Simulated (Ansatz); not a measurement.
A nudged elastic band was laid between two geometries of C2H8GaNO (13 atoms, charge 0, multiplicity 1).

Theory: RKS PBE/def2-SVP in Ansatz.

* movable images: 7
* climbing image: yes
* spring: 5.0 eV/Å²
* optimiser: quadratic models (default)
* start path: through a guess of the saddle point
* force threshold: 0.05 eV/Å
* iteration limit: 55
* end points: relaxed

Image 0:

```xyz
13
Properties=species:S:1:pos:R:3
C -2.098 0.102 -1.083
Ga -0.252 0.074 -0.340
O 1.115 0.543 -1.457
C 0.588 -0.376 1.434
N 2.044 -0.225 1.512
H -2.146 0.624 -2.059
H -2.456 -0.939 -1.227
H -2.796 0.600 -0.379
H 0.815 0.787 -2.351
H 0.309 -1.420 1.700
H 0.107 0.245 2.221
H 2.488 -0.791 0.777
H 2.303 0.740 1.266
```

Image 8:

```xyz
13
Properties=species:S:1:pos:R:3
C -2.223 0.309 -1.194
Ga -0.554 0.107 -0.170
O 1.085 0.084 -1.196
C 0.276 -0.081 1.477
N 1.739 -0.207 1.272
H -2.254 1.304 -1.681
H -2.294 -0.464 -1.986
H -3.107 0.214 -0.534
H 1.091 -0.532 -1.949
H 2.171 -1.081 1.631
H -0.042 -0.068 2.529
H 1.812 -0.191 0.172
H 2.320 0.572 1.642
```

Q: Which bonds break or form, and what moves?

A: Bonds broken: C4–H10. Bonds formed: N5–H10.

Q: Give the energies along the band, and the barrier.

A: The forces met the threshold. The highest image is number 6 of 0 to 8, 2.70 eV above the first end and 1.15 eV above the last; the last end lies 1.55 eV above the first. Neighbouring images differ by up to 1.7 eV, so the band resolves the path poorly. A vibrational analysis at the climbing image gives one clearly imaginary mode, 1444i cm⁻¹: a first-order saddle point. The orbitals stay closed-shell, which can raise the energy where a bond breaks towards radicals; this wasn't checked here.

```
image  path coordinate (Å)  energy (eV)  C4–H10 (Å)  N5–H10 (Å)
    0                 0.00         0.00        1.11        2.11
    1                 0.61         0.00        1.11        2.11
    2                 1.22         0.00        1.11        2.11
    3                 1.82         0.01        1.11        2.12
    4                 2.43         0.08        1.11        2.10
    5                 3.04         1.04        1.11        1.72
    6                 3.65         2.70        1.41        1.16
    7                 4.59         1.57        2.13        1.04
    8                 5.54         1.55        2.15        1.04
```

Q: What is the geometry of the highest image?

A: 
```xyz
13
Properties=species:S:1:pos:R:3
C -2.204 0.212 -1.151
Ga -0.441 0.134 -0.269
O 1.088 -0.134 -1.302
C 0.345 -0.043 1.441
N 1.923 -0.217 1.309
H -2.261 1.088 -1.828
H -2.380 -0.701 -1.756
H -3.016 0.298 -0.403
H 0.979 -0.164 -2.267
H 1.255 -1.090 1.670
H 0.088 0.391 2.419
H 2.139 -0.237 0.292
H 2.504 0.429 1.860
```

The run took 15 min on 2 threads of Arm Neoverse N1, on a shared host, peak memory 0.18 GiB.
